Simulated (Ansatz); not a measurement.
Calculated with Ansatz (gas phase, PBE0-D4/def2-TZVP geometries, no zero-point term in ΔE). CCSD(T)/CBS is the MP2 limit (def2-TZVPP, def2-QZVPP) plus CCSD(T) − MP2 in def2-TZVPP, frozen cores. DFT in def2-TZVPP. B3LYP here is the variant with VWN-RPA as its local correlation; programs differ in this. For Ge outer-core shells are correlated without core-valence functions, which leaves a few kJ/mol of doubt a bond. Scalar relativity is left out up to krypton. Each species was taken in one conformer, which may not be the lowest.

Reaction (substitution at a C–N bond): `CN(C)P` + `Cl[SiH2][NH][GeH2][Cl]` → `C[N]([SiH2]Cl)[GeH2][Cl]` + `CNP`

```json
{"level": "r2SCAN-D4", "ΔE (kJ/mol)": "19.9", "difference from CCSD(T)/CBS": "1.5"}
{"level": "PBE0-D4", "ΔE (kJ/mol)": "18.0", "difference from CCSD(T)/CBS": "-0.4"}
{"level": "B2PLYP", "ΔE (kJ/mol)": "19.8", "difference from CCSD(T)/CBS": "1.4"}
{"level": "PBE", "ΔE (kJ/mol)": "19.4", "difference from CCSD(T)/CBS": "1.0"}
{"level": "r2SCAN", "ΔE (kJ/mol)": "20.6", "difference from CCSD(T)/CBS": "2.2"}
{"level": "PBE0", "ΔE (kJ/mol)": "19.7", "difference from CCSD(T)/CBS": "1.3"}
{"level": "B3LYP", "ΔE (kJ/mol)": "20.0", "difference from CCSD(T)/CBS": "1.6"}
{"level": "HF/def2-TZVPP", "ΔE (kJ/mol)": "21.1", "difference from CCSD(T)/CBS": "2.7"}
{"level": "SCS-MP2/def2-TZVPP", "ΔE (kJ/mol)": "18.7", "difference from CCSD(T)/CBS": "0.3"}
{"level": "CCSD/def2-TZVPP", "ΔE (kJ/mol)": "18.7", "difference from CCSD(T)/CBS": "0.3"}
{"level": "CCSD(T)/def2-TZVPP", "ΔE (kJ/mol)": "18.6", "difference from CCSD(T)/CBS": "0.2"}
{"level": "HF/def2-QZVPP", "ΔE (kJ/mol)": "21.3", "difference from CCSD(T)/CBS": "2.9"}
{"level": "MP2/def2-QZVPP", "ΔE (kJ/mol)": "19.2", "difference from CCSD(T)/CBS": "0.8"}
{"level": "HF/CBS(def2)", "ΔE (kJ/mol)": "21.3", "difference from CCSD(T)/CBS": "2.9"}
{"level": "MP2/CBS(def2)", "ΔE (kJ/mol)": "19.0", "difference from CCSD(T)/CBS": "0.6"}
{"level": "CCSD/CBS(def2)", "ΔE (kJ/mol)": "18.5", "difference from CCSD(T)/CBS": "0.1"}
{"level": "CCSD(T)/CBS", "ΔE (kJ/mol)": "18.4", "difference from CCSD(T)/CBS": "0"}
```

Largest T1 diagnostic among the species: 0.011.
